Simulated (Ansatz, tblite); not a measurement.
Cost and result up the ladder for AlB₆ (7 atoms). The state is a doublet with charge 0. Geometry: r2SCAN-D4/def2-SVP.

```xyz
7

Al   -0.785   -1.430   -0.107
B     1.054   -0.008    1.144
B    -1.636    0.477   -0.126
B    -0.503    1.013   -1.069
B     0.846    0.291   -0.628
B     1.275   -1.136    0.076
B    -0.251    0.793    0.710
```

Ansatz on 2 threads of AMD EPYC 7R13 on a shared host; xTB runs through tblite on one thread. Times are rough, summed over both states, and most runs start from the orbitals of an earlier one. No level here is sound enough to serve as a yardstick. The other state is a singlet.

The xTB rows come from tblite. The structure comes from a short search, and lower isomers may exist.

Run but left out: HF/def2-TZVPP, MP2/def2-TZVPP, CCSD/def2-TZVPP, CCSD(T)/def2-TZVPP (doublet: ⟨S²⟩ 1.41, where a pure state has 0.75).

Raw xTB energies of ions are shifted by several eV, and xTB has no spin-polarisation term.

```json
{"level": "GFN1-xTB", "functions": "33", "wall time": "0.008 s", "vertical IE (eV)": "11.46", "remarks": "–"}
{"level": "GFN2-xTB", "functions": "33", "wall time": "0.018 s", "vertical IE (eV)": "9.39", "remarks": "–"}
{"level": "PBE-D4/def2-TZVP", "functions": "223", "wall time": "8.7 s", "vertical IE (eV)": "8.09", "remarks": "restricted SCF unstable in HF (+1 singlet)"}
{"level": "PBE0-D4/def2-TZVP (with forces)", "functions": "223", "wall time": "15 s", "vertical IE (eV)": "8.07", "remarks": "restricted SCF unstable in HF (+1 singlet)"}
{"level": "r2SCAN0-D4/def2-TZVP", "functions": "223", "wall time": "41 s", "vertical IE (eV)": "8.17", "remarks": "restricted SCF unstable in HF (+1 singlet), spin-contaminated (⟨S²⟩ 0.88) (doublet)"}
```
